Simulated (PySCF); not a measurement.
# Radial density of N⁺ (nitrogen, charge +1)

UHF, [He] 2s2 2p2, high-spin 3P determinant. All numbers are calculated (PySCF 2.14, no relativity, point nucleus, in def2-TZVP (5s3p2d1f, 31 functions)).

```json
{"r (bohr)": "0.00322", "4πr²ρ (e/bohr)": "0.02585", "4πr²(ρα − ρβ)": "0.0000"}
{"r (bohr)": "0.00542", "4πr²ρ (e/bohr)": "0.07113", "4πr²(ρα − ρβ)": "0.0000"}
{"r (bohr)": "0.00912", "4πr²ρ (e/bohr)": "0.1906", "4πr²(ρα − ρβ)": "0.0001"}
{"r (bohr)": "0.0153", "4πr²ρ (e/bohr)": "0.4950", "4πr²(ρα − ρβ)": "0.0002"}
{"r (bohr)": "0.0258", "4πr²ρ (e/bohr)": "1.210", "4πr²(ρα − ρβ)": "0.0006"}
{"r (bohr)": "0.0434", "4πr²ρ (e/bohr)": "2.682", "4πr²(ρα − ρβ)": "0.0020"}
{"r (bohr)": "0.0730", "4πr²ρ (e/bohr)": "5.036", "4πr²(ρα − ρβ)": "0.0074"}
{"r (bohr)": "0.123", "4πr²ρ (e/bohr)": "7.201", "4πr²(ρα − ρβ)": "0.0314"}
{"r (bohr)": "0.207", "4πr²ρ (e/bohr)": "6.599", "4πr²(ρα − ρβ)": "0.1289"}
{"r (bohr)": "0.347", "4πr²ρ (e/bohr)": "3.269", "4πr²(ρα − ρβ)": "0.4636"}
{"r (bohr)": "0.585", "4πr²ρ (e/bohr)": "2.282", "4πr²(ρα − ρβ)": "1.1560"}
{"r (bohr)": "0.983", "4πr²ρ (e/bohr)": "3.173", "4πr²(ρα − ρβ)": "1.5214"}
{"r (bohr)": "1.65", "4πr²ρ (e/bohr)": "1.619", "4πr²(ρα − ρβ)": "0.7467"}
{"r (bohr)": "2.78", "4πr²ρ (e/bohr)": "0.1724", "4πr²(ρα − ρβ)": "0.0839"}
{"r (bohr)": "4.68", "4πr²ρ (e/bohr)": "0.002307", "4πr²(ρα − ρβ)": "0.0015"}
```
